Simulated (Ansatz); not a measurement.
Ansatz (a quantum-chemistry and plane-wave program) was given this input:
Ansatz 0.2 input:
```yaml
crystal:
  periodic: [false, false, false]
  atoms:
    - {symbol: Si, position_ang: [-0.25215424, 0.11481918, 0.67817736]}
    - {symbol: C, position_ang: [0.74958618, 1.26004226, -0.45901186]}
    - {symbol: H, position_ang: [0.93702546, 2.21259696, 0.04602924]}
    - {symbol: H, position_ang: [0.23131482, 1.49563534, -1.39997624]}
    - {symbol: H, position_ang: [1.73131473, 0.84650306, -0.73235712]}
    - {symbol: C, position_ang: [-0.41541715, -1.41220712, -0.43974705]}
    - {symbol: H, position_ang: [0.55427466, -1.85335584, -0.71289327]}
    - {symbol: H, position_ang: [-0.94572525, -1.20422356, -1.38051239]}
    - {symbol: H, position_ang: [-0.98305928, -2.19163532, 0.07778029]}
basis:
  gaussian:
    orbitals: def2-SVP
hamiltonian:
  xc: b3lyp
total_charge: -1
magnetization: {spin_polarized: true, initial_magnetization: 1}
```

Task: What is the computed total energy (B3LYP/def2-SVP in Ansatz)?

Result: -369.1367 Eh

Task: Estimate the number of basis functions that B3LYP/def2-SVP returns for this input.

Result: 76

Task: Give the <S^2> at the level B3LYP/def2-SVP.

Result: 0.755

A gas-phase anion may not be bound at this level; its values then depend on the basis.
